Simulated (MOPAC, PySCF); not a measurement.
C3H14Si3, SMILES `CCC([SiH3])([SiH3])[SiH3]` (C–C–C–Si torsion 62°), neutral singlet in the gas phase. 

Cartesian coordinates (Å):
SMILES: CCC([SiH3])([SiH3])[SiH3]
```xyz
20

C      2.1185    -0.6359    -0.4797
C      1.0594    -0.4941     0.6052
C     -0.3085     0.0776     0.1416
Si    -0.1467     1.8364    -0.5473
Si    -1.4453     0.1566     1.6568
Si    -1.1441    -1.0351    -1.1459
H      3.0491    -1.0466    -0.0601
H      1.7930    -1.3120    -1.2860
H      2.3643     0.3327    -0.9431
H      1.4602     0.1477     1.4111
H      0.8938    -1.4828     1.0712
H      0.6689     2.6642     0.3968
H     -1.5008     2.4545    -0.6904
H      0.5129     1.8621    -1.8895
H     -1.6081    -1.2159     2.2326
H     -0.8269     1.0331     2.7015
H     -2.7926     0.6978     1.3058
H     -2.5686    -0.6196    -1.3312
H     -0.4696    -0.9664    -2.4791
H     -1.1090    -2.4543    -0.6702
```
Charge 0, spin multiplicity 1.

All levels are single points at this geometry (PBE0-D3(BJ)/def2-SVP); Pople sets use spherical d functions. Orbital energies aren't observables, and empty levels follow the basis.

BP86/6-31G* in PySCF gives dipole (D) = 1.05.

### Question
Estimate the dipole (D) from each of these levels: TPSSh-D3(BJ)/def2-TZVP in PySCF; B3LYP/3-21G in PySCF; B3LYP/6-31G* in PySCF; SVWN5/6-31G* in PySCF; HF/3-21G in PySCF; HF/STO-3G in PySCF; PM6 in MOPAC; PM7 in MOPAC.

### Answer

| level | dipole (D) |
|---|---|
| TPSSh-D3(BJ)/def2-TZVP in PySCF | 1.05 |
| B3LYP/3-21G in PySCF | 0.94 |
| B3LYP/6-31G* in PySCF | 0.98 |
| SVWN5/6-31G* in PySCF | 1.03 |
| HF/3-21G in PySCF | 0.97 |
| HF/STO-3G in PySCF | 0.16 |
| PM6 in MOPAC | 0.83 |
| PM7 in MOPAC | 0.80 |
